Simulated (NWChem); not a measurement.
Everything below was run with NWChem. System: C$_{2}$H$_{3}$F$_{2}$, charge 0, spin multiplicity 2, displaced from the optimised geometry. The structure started from a generated list of species. Its SCF solution wasn't tested for a lower state. Level: UBP86/def2-TZVP.

Input file:

```
start mol
memory heap 200 mb stack 900 mb global 1100 mb
geometry units angstroms nocenter noautoz
  C     -1.416430    -0.081225     0.000000
  C      0.087240    -0.300719     0.000000
  F      0.744232     0.130934     1.123027
  F      0.744232     0.130934    -1.123027
  H     -1.666032     1.029670     0.000000
  H     -1.877499    -0.547411     0.918316
  H     -1.877499    -0.547411    -0.918316
  symmetry group Cs
end
basis spherical
  * library def2-tzvp
end
dft
  xc becke88 perdew86
  odft
  mult 2
  semidirect memsize 60000000 filesize 0
  iterations 100
  convergence energy 1e-9 density 1e-8 gradient 1e-7
end
task dft gradient
```

Output (cleaned and shortened):

```
             Northwest Computational Chemistry Package (NWChem) 7.3.0
             --------------------------------------------------------

                                NWChem Input Module
                                -------------------

 Scaling coordinates for geometry "geometry" by  1.889725989
 (inverse scale =  0.529177249)

 Turning off AUTOSYM since
 SYMMETRY directive was detected!

                             Geometry "geometry" -> ""
                             -------------------------

 Output coordinates in angstroms (scale by  1.889725989 to convert to a.u.)

  No.       Tag          Charge          X              Y              Z
 ---- ---------------- ---------- -------------- -------------- --------------
    1 C                    6.0000    -1.41643000    -0.08122500     0.00000000
    2 C                    6.0000     0.08724000    -0.30071900     0.00000000
    3 F                    9.0000     0.74423200     0.13093400     1.12302700
    4 F                    9.0000     0.74423200     0.13093400    -1.12302700
    5 H                    1.0000    -1.66603200     1.02967000     0.00000000
    6 H                    1.0000    -1.87749900    -0.54741100     0.91831600
    7 H                    1.0000    -1.87749900    -0.54741100    -0.91831600

 Effective nuclear repulsion energy (a.u.)     120.0346966992

            Nuclear Dipole moment (a.u.)
            ----------------------------
        X                 Y               Z
 ---------------- ---------------- ----------------
     0.0000113384    -0.0000075589     0.0000000000

      Symmetry information
      --------------------

 Group name             Cs
 Group number              2
 Group order               2
 No. of unique centers     5

      Symmetry unique atoms

     1    2    3    5    6


 Summary of "ao basis" -> "" (spherical)
 ------------------------------------------------------------------------------
       Tag                 Description            Shells   Functions and Types
 ---------------- ------------------------------  ------  ---------------------
 *                         def2-tzvp                  on all atoms
[...]
          No. of atoms     :     7
          No. of electrons :    33
           Alpha electrons :    17
            Beta electrons :    16
          Charge           :     0
          Spin multiplicity:     2
          Use of symmetry is: on ; symmetry adaption is: on
          Maximum number of iterations: 100
          AO basis - number of functions:   142
                     number of shells:    56
          Convergence on energy requested:  1.00D-09
          Convergence on density requested:  1.00D-08
          Convergence on gradient requested:  1.00D-07

              XC Information
              --------------
                    Becke 1988 Exchange Functional  1.000
                Perdew 1981 Correlation Functional  1.000 local
                Perdew 1986 Correlation Functional  1.000 non-local

             Grid Information
             ----------------
          Grid used for XC integration:  medium
          Radial quadrature: Mura-Knowles
          Angular quadrature: Lebedev.
          Tag              B.-S. Rad. Rad. Pts. Rad. Cut. Ang. Pts.
          ---              ---------- --------- --------- ---------
          C                   0.70       49           8.0       434
          F                   0.50       49          10.0       434
          H                   0.35       45           8.0       434
          Grid pruning is: on
          Number of quadrature shells:   237
          Spatial weights used:  Erf1

          Convergence Information
          -----------------------
          Convergence aids based upon iterative change in
          total energy or number of iterations.
          Levelshifting, if invoked, occurs when the
          HOMO/LUMO gap drops below (HL_TOL):  1.00D-02
          DIIS, if invoked, will attempt to extrapolate
          using up to (NFOCK): 10 stored Fock matrices.

                    Damping( 0%)  Levelshifting(0.5)       DIIS
                  --------------- ------------------- ---------------
          dE  on:    start            ASAP                start
          dE off:    2 iters        100 iters           100 iters

      Screening Tolerance Information
      -------------------------------
          Density screening/tol_rho:  1.00D-12
          AO Gaussian exp screening on grid/accAOfunc:  21
          CD Gaussian exp screening on grid/accCDfunc:  20
          XC Gaussian exp screening on grid/accXCfunc:  20
          Schwarz screening/accCoul:  1.00D-10

                            NWChem DFT Gradient Module
                            --------------------------

  charge          =   0.00
  wavefunction    = open shell

  Using symmetry

                         DFT ENERGY GRADIENTS

    atom               coordinates                        gradient
                 x          y          z           x          y          z
   1 C      -2.676665  -0.153493   0.000000    0.003784  -0.001992   0.000000
   2 C       0.164860  -0.568277   0.000000    0.004485  -0.007222   0.000000
   3 F       1.406395   0.247429   2.122213    0.006740   0.003141   0.013668
   4 F       1.406395   0.247429  -2.122213    0.006740   0.003141  -0.013668
   5 H      -3.148344   1.945794   0.000000   -0.004492   0.016922   0.000000
   6 H      -3.547959  -1.034457   1.735366   -0.008629  -0.006995   0.014441
   7 H      -3.547959  -1.034457  -1.735366   -0.008629  -0.006995  -0.014441

                 ----------------------------------------
                 |  Time  |  1-e(secs)   |  2-e(secs)   |
                 ----------------------------------------
                 |  CPU   |       0.01   |       5.26   |
                 ----------------------------------------
                 |  WALL  |       0.01   |       5.26   |
                 ----------------------------------------

 Task  times  cpu:       18.4s     wall:       18.4s

 Total times  cpu:       18.4s     wall:       18.4s
```
